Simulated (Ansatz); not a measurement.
Basis-set extrapolation for C3H7B, SMILES `CC1BC1` (PBE0-D4/def2-TZVP geometry, frozen core, Ansatz 0.2.0). Multiplicity 1, RHF reference.

```
                      def2-TZVPP   def2-QZVPP
                 HF  -142.350396  -142.357086
    MP2 correlation    -0.609757    -0.648038
CCSD(T) correlation    -0.677691      not run
```

Energies in hartree. Use E(X) = E(∞) + A·exp(−7.88·√X) for Hartree–Fock and E(X) = E(∞) + B·X^(−2.97) for correlation, with X = 3 and 4, and add CCSD(T) minus MP2 of the smaller set to the MP2 limit.

Question: What is the CCSD(T) energy at the basis-set limit?

Answer: HF limit: -142.357086 + (-0.006690) × 0.13774 = -142.35801. MP2 limit: -0.648038 + (-0.038281) × 0.74074 = -0.67639. Higher-order term: -0.677691 − (-0.609757) = -0.06793. Total: -143.10233 hartree, 194.9 kJ/mol below CCSD(T)/def2-TZVPP.
